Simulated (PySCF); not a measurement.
**Radial density of C²⁺ (carbon, charge +2)**

UHF, [He] 2s1 3d1, high-spin 3D determinant (an excited configuration). Computed with PySCF 2.14 in x2c-QZVPPall with one added diffuse shell each of s, p, d, f type (8s5p4d3f1g, 73 functions), with scalar relativity by spin-free X2C-1e.

| r (bohr) | 4πr²ρ (e/bohr) | 4πr²(ρα − ρβ) |
| --- | --- | --- |
| 0.00495 | 0.03793 | 0.0015 |
| 0.00832 | 0.1022 | 0.0039 |
| 0.0140 | 0.2682 | 0.0103 |
| 0.0236 | 0.6736 | 0.0258 |
| 0.0396 | 1.567 | 0.0594 |
| 0.0666 | 3.210 | 0.1187 |
| 0.112 | 5.310 | 0.1815 |
| 0.189 | 6.160 | 0.1578 |
| 0.317 | 3.981 | 0.0122 |
| 0.533 | 1.173 | 0.1499 |
| 0.897 | 0.8556 | 0.8007 |
| 1.51 | 0.7472 | 0.7470 |
| 2.54 | 0.3898 | 0.3898 |
| 4.27 | 0.1815 | 0.1815 |
| 7.18 | 0.01029 | 0.0103 |

Densities and radii are taken from the X2C orbitals without a picture-change correction, which distorts them close to the nucleus.

The outer electron is Rydberg-like, and this basis confines it to a smaller radius and binds it less than a complete one would.
